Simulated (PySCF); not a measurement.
# Excitation energy of Mo by level of theory

Mo [Kr] 4d5 5s1 (7S) → Mo [Kr] 4d4 5s1 5p1 (high-spin determinant), as a difference of total energies. All numbers are calculated (PySCF 2.14, a scalar-relativistic core potential, in def2-QZVPPD with the def2 core potential (28 electrons)). Correlated levels: valence: 4s2 4p6 frozen. The calculations carry no spin-orbit coupling.

```csv
method,excitation energy (cm⁻¹)
UHF,22998
MP2 (valence),27485
SCS-MP2 (valence),24494
CCSD (valence),26006
CCSD(T) (valence),26232
```

The coupled-cluster amplitudes are large for the upper state (T1 above 0.03 or a double amplitude above 0.15), so a single reference is strained.

The determinant of the upper state mixes LS terms, which raises its energy above the lowest term, most at the Hartree-Fock and MP2 levels.
